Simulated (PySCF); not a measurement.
B3LYP has the VWN-RPA correlation part, as in Gaussian. Excitations are Tamm–Dancoff values on a coarser integration grid. The basis has no diffuse functions, so Rydberg states are missing or too high.

Z-matrix (Å, degrees):
```
Si
F 1 1.5789
F 1 1.5789 2 108.31
F 1 1.5789 2 108.31 3 -117.25
H 1 1.4561 2 110.61 3 121.37
```
Charge 0, multiplicity 1.

**Question.** Estimate the S1–T1 gap (TDA), dipole moment, HOMO, T1 excitation (TDA), total energy, brightest of the four lowest singlets (TDA), HOMO–LUMO gap and S1 excitation (TDA) that B3LYP-D3(BJ)/def2-TZVP run with PySCF returns for this input.

**Answer.** 
```yaml
S1–T1 gap (TDA): 0.95 eV
dipole_moment: 1.34 D
HOMO: -11.04 eV
T1 excitation (TDA): 9.71 eV
total_energy: -16054.79 eV
brightest of the four lowest singlets (TDA): 11.17 eV
HOMO–LUMO gap: 11.75 eV
S1 excitation (TDA): 10.67 eV
```
